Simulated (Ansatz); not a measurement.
Species: Ga₂, charge 0, triplet. Ga2 (SMILES [Ga][Ga], triplet).
B3LYP-D3(BJ)/def2-TZVP minimum from Ansatz (a quantum-chemistry and plane-wave program):
```
Ga
Ga 1 2.7391
```
Charge 0, spin multiplicity 3.

Total energies in cc-pVTZ, 6 correlated electrons, 28 frozen orbitals. Open shells are spin-unrestricted; no spin-orbit coupling. Cores are frozen in correlated methods (noble-gas shells, and filled d and f shells in the p block). No relativity. The UHF reference of Ga2 ([Ga][Ga], triplet) is spin-contaminated (<S^2> up to 0.03 over the pure value in the sets run).

| method | program | energy (Eh) | minus CCSDTQ (mEh) |
|---|---|---|---|
| HF | Ansatz | -3846.55083 | 115.61 |
| MP2 | Ansatz | -3846.63530 | 31.14 |
| CCSD | Ansatz | -3846.65989 | 6.55 |
| CCSD(T) | Ansatz | -3846.66486 | 1.58 |
| CCSDT(Q) | Ansatz | -3846.66640 | 0.03 |
| CCSDTQ | Ansatz | -3846.66644 | 0.00 |

Rough core times of Ansatz's runs on a shared machine: CCSD(T) 20 s, CCSDT(Q) 40 s, CCSDTQ 10 min.
